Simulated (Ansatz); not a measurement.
Geometry optimisation, Ansatz, DFT LDA, scalar-relativistic, plane waves, PAW.

Input:

```yaml
crystal:
  lattice:
    - [6.62, 0.0, 0.0]
    - [-4.965, 8.599632, 0.0]
    - [0.0, 0.0, 5.27614]
  atoms:
    - { symbol: Sc, position: [0.0, 0.0, 0.0] }
    - { symbol: Sc, position: [0.16666667, 0.22222223, 0.5] }
    - { symbol: Sc, position: [1.0e-08, 0.33333334, 0.0] }
    - { symbol: Sc, position: [0.16666668, 0.55555557, 0.5] }
    - { symbol: Sc, position: [2.0e-08, 0.66666669, 0.0] }
    - { symbol: Sc, position: [0.16666669, 0.88888892, 0.5] }
    - { symbol: Sc, position: [0.5, 0.0, 0.0] }
    - { symbol: Sc, position: [0.66666667, 0.22222223, 0.5] }
    - { symbol: Sc, position: [0.50000001, 0.33333334, 0.0] }
    - { symbol: Sc, position: [0.66666668, 0.55555557, 0.5] }
    - { symbol: Sc, position: [0.50000002, 0.66666669, 0.0] }
    - { symbol: Sc, position: [0.66666669, 0.88888892, 0.5] }
    - { symbol: H, position: [-0.01841452, 0.00019833, 0.38630203] }
basis:
  ecutwfc: 420.0
kpoints:
  mp_grid: { grid: [3, 2, 3] }
hamiltonian:
  xc: lda
scf:
  occupations: { method: gaussian, width: 0.05 }
  lower_state_search: "off"
relax:
  f_tol: 0.03
  max_steps: 60
  adjacent_minimum: "off"
```

Run as:

```bash
$ ansatz run input.yaml --threads 2 --pin off --max-ram 5120MiB --backend cpu --events-out ev --progress --plain --runs-dir out
```

Task: Where does it end, and by what steps?

Result: The run converged. Limits of this set-up: coarse k mesh, odd electron count without spin. After 4 steps the energy has fallen by 0.064 eV; H13 moved furthest, 0.14 Å.

```tsv
step	energy less start (eV)	largest force component (eV/Å)	accepted
0	0.0000	0.615	yes
1	-0.0061	0.823	yes
2	-0.0606	0.105	yes
3	-0.0632	0.031	yes
4	-0.0636	0.010	yes
```

```xyz
13
Lattice="6.6200 0.0000 0.0000 -4.9650 8.5996 0.0000 0.0000 0.0000 5.2761" Properties=species:S:1:pos:R:3
Sc -0.008 0.001 0.082
Sc -0.007 1.939 2.624
Sc -1.660 2.854 -0.011
Sc -1.674 4.758 2.621
Sc -3.315 5.749 -0.018
Sc -3.308 7.638 2.623
Sc 3.303 -0.003 -0.016
Sc 3.299 1.902 2.631
Sc 1.643 2.868 -0.009
Sc 1.652 4.787 2.623
Sc -0.012 5.730 -0.024
Sc -0.023 7.635 2.620
H -0.012 0.009 2.121
```

The run took 61 s on 2 threads of Intel(R) Xeon(R) Processor @ 2.70GHz, with other jobs on the host, peak memory 0.65 GiB.
